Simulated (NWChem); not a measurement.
System: C2H6AlF; SMILES [CH3][Al]([CH3])[F]

Input file for NWChem:

```
start job
memory heap 200 mb stack 900 mb global 1100 mb
geometry units angstroms noautoz
  Al    -0.064735     0.002216    -0.001334
  C      0.790735     1.750313    -0.008397
  H      1.618892     1.796793    -0.735091
  H      1.231951     1.966487     0.980405
  H      0.084778     2.563160    -0.238369
  C      0.827324    -1.727433     0.007299
  H      0.673982    -2.243081    -0.956545
  H      0.408523    -2.389264     0.783350
  H      1.913661    -1.651659     0.171881
  F     -1.740003    -0.028939     0.001418
end
basis spherical
  * library def2-svpd
end
dft
  xc pbe0
  iterations 150
end
tddft
  cis
  nroots 6
  notriplet
end
task tddft energy
```

Excerpt of the output:

```
             Northwest Computational Chemistry Package (NWChem) 7.3.0
             --------------------------------------------------------

 C1  symmetry detected

                             Geometry "geometry" -> ""
                             -------------------------

 Output coordinates in angstroms (scale by  1.889725989 to convert to a.u.)

  No.       Tag          Charge          X              Y              Z
 ---- ---------------- ---------- -------------- -------------- --------------
    1 Al                  13.0000    -0.04324621     0.00286846    -0.00121153
    2 C                    6.0000     0.78584321     1.76364459    -0.00153157
    3 H                    1.0000     1.61364632     1.82514730    -0.72751229
    4 H                    1.0000     1.22316124     1.98292136     0.98831831
    5 H                    1.0000     0.06788143     2.56659525    -0.22909204
    6 C                    6.0000     0.87471708    -1.71319192     0.00189215
    7 H                    1.0000     0.72972888    -2.22766702    -0.96386956
    8 H                    1.0000     0.46544747    -2.38399219     0.77532288
    9 H                    1.0000     1.95969215    -1.62167648     0.16745491
   10 F                    9.0000    -1.71785762    -0.05348158     0.00032936

 Effective nuclear repulsion energy (a.u.)     152.4785034825

                                 NWChem DFT Module
                                 -----------------

 Summary of "ao basis" -> "ao basis" (spherical)
 ------------------------------------------------------------------------------
       Tag                 Description            Shells   Functions and Types
 ---------------- ------------------------------  ------  ---------------------
 Al                        def2-svpd                10       24   5s3p2d
 C                         def2-svpd                 8       20   4s2p2d
 H                         def2-svpd                 4        8   2s2p
 F                         def2-svpd                 9       23   4s3p2d

            General Information
            -------------------
          SCF calculation type: DFT
          Wavefunction type:  closed shell.
          No. of atoms     :    10
          No. of electrons :    40
           Alpha electrons :    20
            Beta electrons :    20
          Charge           :     0
          Spin multiplicity:     1
          Use of symmetry is: off; symmetry adaption is: off
          Maximum number of iterations: 150
          AO basis - number of functions:   135
                     number of shells:    59
          Convergence on energy requested:  1.00D-06
          Convergence on density requested:  1.00D-05
          Convergence on gradient requested:  5.00D-04

              XC Information
              --------------
                         PBE0 Method XC Functional
                     Hartree-Fock (Exact) Exchange  0.250
          PerdewBurkeErnzerhof Exchange Functional  0.750
            Perdew 1991 LDA Correlation Functional  1.000 local
           PerdewBurkeErnz. Correlation Functional  1.000 non-local

             Grid Information
             ----------------
          Grid used for XC integration:  medium
          Radial quadrature: Mura-Knowles
          Angular quadrature: Lebedev.
          Tag              B.-S. Rad. Rad. Pts. Rad. Cut. Ang. Pts.
          ---              ---------- --------- --------- ---------
          Al                  1.25       88          10.0       590
          C                   0.70       49          11.0       434
          H                   0.35       45          13.0       434
          F                   0.50       49          11.0       434
          Grid pruning is: on
          Number of quadrature shells:   505
          Spatial weights used:  Erf1

      Superposition of Atomic Density Guess
      -------------------------------------

 Sum of atomic energies:        -419.33468305

      Non-variational initial energy
      ------------------------------

 Total energy =    -420.807258
 1-e energy   =    -881.650266
 2-e energy   =     308.364504
 HOMO         =      -0.343588
 LUMO         =      -0.011336

[...]

                                NWChem TDDFT Module
                                -------------------

            General Information
            -------------------
           No. of orbitals :     270
            Alpha orbitals :     135
             Beta orbitals :     135
        Alpha frozen cores :       0
         Beta frozen cores :       0
     Alpha frozen virtuals :       0
      Beta frozen virtuals :       0
         Spin multiplicity :       1
    Number of AO functions :     135
        Use of symmetry is : off
      Symmetry adaption is : off
         Schwarz screening :  0.10D-07

              XC Information
              --------------
                  PBE0 Method XC Functional
              Hartree-Fock (Exact) Exchange   0.25
   PerdewBurkeErnzerhof Exchange Functional   0.75
     Perdew 1991 LDA Correlation Functional   1.00 local
    PerdewBurkeErnz. Correlation Functional   1.00 non-local

             TDDFT Information
             -----------------
          Calculation type : Tamm-Dancoff TDDFT
         Wavefunction type : Restricted singlets
          No. of electrons :      40
           Alpha electrons :      20
            Beta electrons :      20
              No. of roots :       6
          Max subspacesize :    5200
            Max iterations :     100
               Target root :       1
           Target symmetry : none
      Symmetry restriction : off
                 Algorithm : Optimal
        Davidson threshold :  0.10D-03

    6 smallest eigenvalue differences (eV)
--------------------------------------------------------
  No. Spin  Occ  Vir  Irrep   E(Occ)    E(Vir)   E(Diff)
--------------------------------------------------------
    1    1   20   21 a        -0.295    -0.013     7.670
    2    1   20   22 a        -0.295    -0.012     7.680
    3    1   20   23 a        -0.295     0.048     9.336
    4    1   19   21 a        -0.357    -0.013     9.377
    5    1   19   22 a        -0.357    -0.012     9.387
    6    1   20   24 a        -0.295     0.051     9.401
--------------------------------------------------------

  Entering Davidson iterations
  Restricted singlet excited states

  Iter   NTrls   NConv    DeltaV     DeltaE      Time
  ----  ------  ------  ---------  ---------  ---------
    1      6       0     0.71E-01   0.10+100       25.6
    2     12       0     0.18E-01   0.85E-02       26.8
    3     18       0     0.42E-02   0.56E-03       19.8
    4     24       0     0.14E-02   0.35E-04       18.8
    5     30       2     0.52E-03   0.37E-05       19.9
    6     34       3     0.16E-03   0.48E-06       18.4
    7     37       6     0.62E-04   0.52E-07       23.6
  ----  ------  ------  ---------  ---------  ---------
  Convergence criterion met

  Ground state a        -421.676744502351 a.u.

  ----------------------------------------------------------------------------
  Root   1 singlet a              0.225104400 a.u.                6.1254 eV
  ----------------------------------------------------------------------------
     Transition Moments    X  0.00712   Y  0.00933   Z -0.00246
     Dipole Oscillator Strength                    0.0000215768
     Electric Quadrupole                           0.0000001203
     Magnetic Dipole                               0.0000020294
     Total Oscillator Strength                     0.0000237265

     Occ.   20  a   ---  Virt.   21  a       -0.70552
     Occ.   20  a   ---  Virt.   22  a        0.70457
  ----------------------------------------------------------------------------
  Root   2 singlet a              0.245024054 a.u.                6.6674 eV
  ----------------------------------------------------------------------------
     Transition Moments    X  0.00501   Y  1.02004   Z  0.02511
     Dipole Oscillator Strength                    0.1700703228
     Electric Quadrupole                           0.0000004390
     Magnetic Dipole                               0.0000000799
     Total Oscillator Strength                     0.1700708417

     Occ.   19  a   ---  Virt.   23  a       -0.06613
     Occ.   20  a   ---  Virt.   21  a       -0.70060
     Occ.   20  a   ---  Virt.   22  a       -0.70177
  ----------------------------------------------------------------------------
  Root   3 singlet a              0.296505433 a.u.                8.0683 eV
  ----------------------------------------------------------------------------
     Transition Moments    X  0.16798   Y -0.28917   Z -0.02670
     Dipole Oscillator Strength                    0.0222476219
     Electric Quadrupole                           0.0000000908
     Magnetic Dipole                               0.0000016885
     Total Oscillator Strength                     0.0222494012

     Occ.   19  a   ---  Virt.   21  a        0.07544
     Occ.   19  a   ---  Virt.   22  a        0.15828
     Occ.   20  a   ---  Virt.   23  a        0.34416
     Occ.   20  a   ---  Virt.   24  a       -0.90826
     Occ.   20  a   ---  Virt.   32  a        0.08233
  ----------------------------------------------------------------------------
  Root   4 singlet a              0.298033165 a.u.                8.1099 eV
  ----------------------------------------------------------------------------
     Transition Moments    X  0.42815   Y  0.04829   Z  0.40058
     Dipole Oscillator Strength                    0.0687683563
     Electric Quadrupole                           0.0000006418
     Magnetic Dipole                               0.0000003721
     Total Oscillator Strength                     0.0687693702

[...]
```

Level: PBE0/def2-SVPD, TDA. The geometry was optimised at PBE0/def2-SVP.
